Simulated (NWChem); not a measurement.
SiPH4, doublet; SMILES [SiH2]P

All runs: NWChem. Spin-unrestricted. In the optimisation the excess spin sits in a' (Cs, its own frame). Geometry: optimised at PBE0-D3(BJ)/def2-TZVP, spin-unrestricted. No stability test was run on the SCF state. Level PBE0/def2-SVPD: single points from the atomic guess with DIIS by default; each run changes one setting, and all converged runs end within 0.3 mHa of each other.

```json
[
 {"setting": "defaults", "SCF iterations": "8"},
 {"setting": "no level shifting", "SCF iterations": "8"},
 {"setting": "DIIS on 20 Fock matrices", "SCF iterations": "8"},
 {"setting": "level shift of 0.5 Ha throughout", "SCF iterations": "13"},
 {"setting": "occupation smearing of 0.005 Ha", "SCF iterations": "8"},
 {"setting": "no DIIS, 40 % damping", "SCF iterations": "13"}
]
```
